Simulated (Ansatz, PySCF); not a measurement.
System: H6Te (charge 0, singlet). 
Geometry from a B3LYP-D3(BJ)/def2-TZVP (Ansatz, a first-principles code) optimisation:
```xyz
7

Te     0.0000     0.0000     0.0000
H      1.7384     0.0136     0.0182
H     -1.7384    -0.0136    -0.0182
H     -0.0135     1.7385    -0.0051
H      0.0135    -1.7385     0.0051
H     -0.0182     0.0050     1.7384
H      0.0182    -0.0050    -1.7384
```
Charge 0, spin multiplicity 1.

Total electronic energies in hartree. Cores are frozen in the correlated levels unless marked. Spin-orbit coupling is left out. The frozen core is the preceding noble-gas configuration, with the filled d and f shells of earlier blocks. Past Kr the def2 sets carry scalar-relativistic core potentials. STO-3G rows are all-electron and non-relativistic. CBS(X,Y): correlation extrapolated as X^-3; Hartree-Fock from the larger set.

```
level                                      program  energy (Eh)
----------------------------------  --------------  -----------
HF/def2-QZVPP                               Ansatz   -270.24326
M06-L-D4/def2-TZVPD                  PySCF + dftd4   -271.59195
BHLYP-D3(BJ)/def2-TZVPD             Ansatz + dftd3            …
TPSSh-D4/def2-TZVPD                  PySCF + dftd4   -271.34132
wB97X/def2-TZVPD                            Ansatz   -271.44154
B2PLYP-D3(BJ)/def2-TZVPD            Ansatz + dftd3   -271.10196
B2PLYP/def2-TZVPD                           Ansatz   -271.09865
PBE-QIDH/def2-TZVPD                         Ansatz   -271.11362
MP2/STO-3G                                  Ansatz  -6550.29643
MP2/def2-SVP                                Ansatz   -270.39168
MP2/def2-SVPD                               Ansatz   -270.40498
MP2/CBS(def2-TZVPP,def2-QZVPP)              Ansatz    -270.5013
RI-MP2/def2-TZVPPD                          Ansatz   -270.46779
SCS-MP2/STO-3G                              Ansatz  -6550.30960
CCSD(T)/CBS(def2-TZVPP,def2-QZVPP)          Ansatz    -270.5487
```

**Question.** Fill in the missing entries.

**Answer.** 
- BHLYP-D3(BJ)/def2-TZVPD, energy (Eh): -271.32977
